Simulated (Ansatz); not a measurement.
Molecule: KI (charge 0, singlet). 
Geometry from a B3LYP-D3(BJ)/def2-TZVP (Ansatz, a quantum-chemistry and plane-wave program) optimisation:
```xyz
2

K      0.0000     0.0000    -2.2761
I      0.0000     0.0000     0.8160
```
Charge 0, spin multiplicity 1.

Basis-set convergence of Hartree-Fock and CCSD(T) correlation energies (hartree) with Ansatz. Correlated levels leave the core frozen unless marked. Spin-orbit coupling is left out. The frozen core is the preceding noble-gas configuration, with the filled d and f shells of earlier blocks. The outer core of K, Ca and their heavier congeners is not correlated, a term that matters for these elements. In def2 rows, elements after Kr have scalar-relativistic effective core potentials.

```
basis       functions       E(HF)  E(corr, CCSD(T))
----------  ---------  ----------  ----------------
def2-SVP           50  -895.82351          -0.11069
def2-TZVPP         83  -895.90854          -0.16415
def2-QZVPP        152  -895.92153          -0.18818
```

Extrapolating the two largest sets (X = 3 and 4) as X^-3: E(corr) = (64·(-0.18818) - 27·(-0.16415))/37 = -0.2057 Eh, an estimate of the basis-set limit. The largest set recovers 91.5 % of it, the smallest 53.8 %.
